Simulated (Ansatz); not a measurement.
Several settings on one geometry of the cluster GaO₃ (the lowest doublet isomer of a short search) (that of the charge 0 doublet, r2SCAN-D4/def2-TZVP). Ansatz on 4 threads of Arm Neoverse V2 on a shared host; times are rough.

```xyz
4

Ga   -0.030    0.420    0.245
O    -0.128    1.845    1.078
O     0.085   -1.479   -0.068
O     0.073   -0.786   -1.255
```

Totals from different functionals, basis sets or treatments of relativity can't be compared as stabilities.

The 6-31G sets use Cartesian d functions. Correlated methods freeze 12 core orbitals; core or outer-core shells of Ga are correlated, in sets that lack core-valence functions.

The spins typed aren't always the lowest for that charge.

**Question.** Give the basis size and estimate the energy, ⟨S²⟩, dipole and time of these runs.

```
run                           method  charge    state                                                                                                     further keys
  1  RKS BLYP-D3(BJ)-ATM/aug-cc-pVDZ      -1  singlet                  pseudopotentials: {relativity: none}; scf: {omitted_lower_state_checks: [starts]}; forces asked
  2      UKS LDA (SPW92)/aug-cc-pVDZ       0  doublet                                                        scf: {omitted_lower_state_checks: [starts]}; forces asked
  3             UKS B2GP-PLYP/6-31G*       0  doublet  fitting: {mean_field: cc-pVTZ-jkfit}; accuracy: high; scf: {omitted_lower_state_checks: [starts]}; forces asked
```

**Answer.** 
| run | functions | energy (Eh) | ⟨S²⟩ | dipole (D) | wall time |
| --- | --- | --- | --- | --- | --- |
| 1 | 105 | -2150.5379 | – | – | 1.2 s |
| 2 | 105 | -2145.7626 | 0.75 | 2.55 | 1.4 s |
| 3 | 80 | -2149.3605 | 0.77 | 2.53 | 9.5 s |
